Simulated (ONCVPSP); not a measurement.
# Transferability test, ONCV potential for europium

* Element: europium
* Generator: ONCVPSP 4.0.1
* Type: optimised norm-conserving Vanderbilt (ONCV)
* Functional: PBE
* Relativity: scalar-relativistic
* Frozen core: [Kr] 4d10 4f6
* Valence charge: 11
* Reference configuration: 5s2 5p6 5d1 6s1.5 (charge +0.5)
* Partial waves: 5s+6s: rc 2.05 bohr, ncon 5, nbas 9, qcut 6.4 1/bohr, 2 projectors; 5p: rc 1.75 bohr, ncon 4, nbas 7, qcut 4.7 1/bohr, 3 projectors, debl 2.4 Ha; 5d: rc 3.70 bohr, ncon 4, nbas 8, qcut 4.5 1/bohr, 2 projectors, debl 3.6 Ha
* Local potential: polynomial inside 1.55 bohr (lpopt 5, dvloc0 4 Ha)
* Core correction: none

Energies are relative to the spin-unpolarised reference configuration 5s2 5p6 5d1 6s1.5; without spin polarisation the order of configurations can differ from experiment.

```tsv
valence configuration	charge	ΔE all-electron (eV)	error AE − PS (meV)
5s2 5p6 5d1 6s2	0	-2.638	+1.2
5s2 5p6 5d1 6s1	+1	3.911	-0.1
```

Task: What are ΔE and the potential's error for 5s2 5p6 5d1 6s0?

Result: ΔE = 15.846 eV all-electron; the error (AE − PS) is +7.0 meV.

Task: What are ΔE and the potential's error for 5s2 5p6 5d1 6s1 6p1?

Result: ΔE = 0.159 eV all-electron; the error (AE − PS) is +1.4 meV.
